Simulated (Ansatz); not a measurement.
The cluster InSn₂. Total charge 0; quartet. Geometry PBE-D4/def2-SVP; atoms count from 1.

```xyz
3

In   -1.423    0.700   -0.837
Sn    1.281    1.012    0.592
Sn    0.142   -1.711    0.245
```

In the def2 sets In, Sn take a core potential; there is no spin–orbit coupling. At PBE0-D4/def2-TZVP a doublet of charge 0 lies 0.14 eV below the quartet, each at its own geometry. The structure comes from a short search, and lower isomers may exist.

(1) Estimate the Mulliken populations from the PBE0/def2-TZVP orbitals of Ansatz.

(2) Where does the spin sit?

(3) And the Mayer bond orders between bonded heavy atoms (over 0.3)?

## Answers

(1) 
```tsv
atom	charge (e)	spin (α − β)
In1	0.16	0.82
Sn2	-0.08	1.09
Sn3	-0.08	1.09
```
Mulliken values and Mayer orders depend strongly on the basis.

(2) Summed by element: In 0.82, Sn 2.18, of 3 unpaired in all. Largest on single atoms: Sn3 1.09, Sn2 1.09, In1 0.82.

(3) In1–Sn2 0.75 (3.07 Å); In1–Sn3 0.75 (3.07 Å); Sn2–Sn3 1.29 (2.97 Å).
